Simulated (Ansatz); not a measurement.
Cost and result for the atomization energy of H₈OSi₄ (13 atoms, 13 bonds).

```xyz
13

Si    1.971   -0.073    0.789
Si    0.703    0.201   -1.159
Si   -1.442   -0.577   -0.665
O    -1.613   -1.027    0.911
Si   -2.456    0.405    1.368
H     2.055   -1.523    1.103
H     3.345    0.454    0.576
H     1.340    0.648    1.922
H     0.639    1.620   -1.601
H     1.277   -0.609   -2.271
H    -2.092   -1.522   -1.606
H    -1.263    1.381    1.216
H    -2.464    0.620   -0.585
```

Charge 0, multiplicity 1. The bonds changed during the relaxation, so this is another structure than the one it started from. The structure was optimised at the PBE0-D4/def2-TZVP level. It is one conformer, not always the lowest. Program: Ansatz. All runs use 4 threads of an AMD EPYC 9B45 on a shared host. Times are those of one run each, without the atoms' runs, and a repeat can differ threefold. Electronic energies, without spin–orbit coupling; frozen cores. CCSD(T)/CBS adds CCSD(T) − MP2 in def2-TZVPP to the MP2 limit, and its time is that of the two runs behind it. T1 = 0.016.

CCSD(T)/CBS is a level of theory with its own doubt, some kJ/mol a heavy atom from the limit and from the frozen cores, so smaller differences don't rank the functionals.

| level | functions | wall time | atomization (kJ/mol) | difference from CCSD(T)/CBS | per bond |
| --- | --- | --- | --- | --- | --- |
| LDA (SPW92)/def2-TZVPP | 311 | 0.9 s | 4435.4 | 454.7 | 35.0 |
| BLYP-D4/def2-TZVPP | 311 | 1.4 s | 3931.0 | -49.7 | -3.8 |
| CCSD(T)/def2-SVP | 126 | 2.5 s | 3645.6 | -335.1 | -25.8 |
| PBE0-D4/def2-TZVPP | 311 | 2.7 s | 3918.2 | -62.5 | -4.8 |
| r2SCANh-D4/def2-TZVPP | 311 | 3.3 s | 3952.1 | -28.6 | -2.2 |
| B2PLYP/def2-TZVPP | 311 | 3.6 s | 3895.6 | -85.1 | -6.5 |
| PBE-QIDH/def2-TZVPP | 311 | 3.8 s | 3903.3 | -77.4 | -6.0 |
| ωB97X-V/def2-TZVPP | 311 | 4.9 s | 4009.0 | 28.3 | 2.2 |
| PBE-D4/def2-TZVPP (with forces) | 311 | 6.5 s | 3950.9 | -29.8 | -2.3 |
| B97M-V/def2-TZVPP | 311 | 7 s | 4009.7 | 29.0 | 2.2 |
| MP2/def2-QZVPP | 577 | 22 s | 3923.2 | -57.5 | -4.4 |
| CCSD(T)/def2-TZVPP | 311 | 4.1 min | 3863.1 | -117.6 | -9.0 |
| CCSD(T)/CBS(def2) | – | 4.5 min | 3980.7 | 0.0 | 0.0 |

From PBE to PBE0 (25 % exact exchange), in def2-TZVPP and without D4, the atomization energy moves by −27.4 kJ/mol: exact exchange takes away binding that semilocal exchange gives to molecules. In def2-TZVPP, CCSD(T) changes the Hartree–Fock value by +949.9 kJ/mol (the triples alone add +50.0 kJ/mol) and MP2 by +939.4 kJ/mol; breaking electron pairs costs correlation energy, which Hartree–Fock lacks. The D4 term adds +64.4 kJ/mol with B3LYP and +34.4 kJ/mol with PBE0; it sums over pairs of atoms, weighted by their polarisabilities, and B3LYP, whose exchange is more repulsive, gets the larger term.

B3LYP here is the variant with VWN-RPA as its local correlation; programs differ in this.
